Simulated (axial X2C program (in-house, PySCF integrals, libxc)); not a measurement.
**FSbF: properties at the nuclei**

Calculated with an axial X2C code built on PySCF integrals: two-component X2C with atomic mean-field Coulomb and Gaunt terms, Gaussian nuclei, basis F dyall-av3z, Sb dyall-v3z with contracted cores.

F–Sb–F held linear, with bonds 2.004 and 2.004 Å (near the PBE0 minimum at charge 0 of the determinant lowest at the starting distance; the state shown can have its own minimum elsewhere, held linear; other orders of the atoms were not compared).

Input and command:
```json
{"zs": [9, 51, 9], "q": 0, "bas": ["dyall-av3z", "dyall-v3z", "dyall-av3z"], "r0": [2.04, 2.04], "symm": 1, "scan": ["PBE0", "HF", "TPSSh"], "levels": ["PBE0", "HF", "BHandHLYP"], "nst": 2}
```
```bash
python solin.py task.json out
```

Keys: zs atomic numbers; q charge; bas basis sets; r0 starting distance in Å; symm equal bonds; scan levels of the two-bond scan; levels methods; nst determinants followed.

Determinant lowest in the PBE0 search, Ω = 1/2 (⟨Sz⟩ = -0.50, ⟨Lz⟩ = 1.00 at PBE0), spin on the atoms F -0.01, Sb -0.48, F -0.01:

```tsv
level	A∥/gI F (MHz)	qzz F (a.u.)	A∥/gI Sb (MHz)	qzz Sb (a.u.)
PBE0	145	0.36	3870	-0.09
HF	105	0.41	4240	0.62
BHandHLYP	123	0.37	3830	0.23
```

Determinant 0.41 eV from it at PBE0 and this distance, Ω = 3/2 (⟨Sz⟩ = 0.50, ⟨Lz⟩ = 1.00 at PBE0), spin on the atoms F 0.00, Sb 0.50, F 0.00:

```csv
level,A∥/gI F (MHz),qzz F (a.u.),A∥/gI Sb (MHz),qzz Sb (a.u.)
PBE0,35.6,0.35,297,-0.75
HF,25.5,0.42,230,-0.15
BHandHLYP,30.9,0.37,400,-0.49
```

A∥ (defined per Ω) follows by multiplying with gI = μI/(I μN); qzz is the electric field gradient, eQq0 = 234.96 MHz × Q/barn × qzz. The operators were transformed with the bare-nucleus X2C matrices; with these basis sets, hyperfine constants and field gradients can be off by tens of per cent, and where levels differ in sign neither size nor sign is settled.

With gI(19F) = 5.2577, gI(121Sb) = 1.3454 (g factors from the IAEA table of nuclear moments by Stone), turn the PBE0 values of the first state into constants in MHz.

A∥(19F) = 145 × 5.2577 = 762 MHz; A∥(121Sb) = 3870 × 1.3454 = 5210 MHz.

The molecule was held linear; bending was not examined, so a bent shape may lie lower.

Each state is one determinant with collinear spin. Unrestricted Hartree–Fock can overshoot spin polarisation at the nuclei. The search compared states at one distance, so a state with another bond length can lie lower. Where a field gradient or hyperfine factor spreads by more than a factor of two over the levels, a constant derived from it is not to be relied on. PBE0 term energies can be off by some tenths of an eV.
